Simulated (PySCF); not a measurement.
Delta-SCF ions had no search for a lower state. Excitations are Tamm–Dancoff values on a coarser integration grid. The basis has no diffuse functions, so Rydberg states are missing or too high.

Z-matrix (Å, degrees):
```
C
C 1 1.3401
H 2 1.0805 1 120.46
H 2 1.0842 3 117.88 1 178.30
N 1 1.3922 2 123.47 3 174.52
H 5 1.0094 1 115.06 2 17.33
H 5 1.0094 6 112.10 1 -133.98
C 1 1.4972 2 122.91 3 -1.78
H 8 1.0885 1 111.06 2 -0.37
H 8 1.0944 9 108.89 1 -121.96
H 8 1.0961 9 108.26 10 -116.25
```
Charge 0, multiplicity 1.

Q: What T1 excitation (TDA), vertical ionisation energy (Delta-SCF) and HOMO–LUMO gap does r2SCAN-D4/def2-TZVP in PySCF give?

A: 
* **T1 excitation (TDA)**: 4.06 eV
* **vertical ionisation energy (Delta-SCF)**: 7.99 eV
* **HOMO–LUMO gap**: 5.27 eV
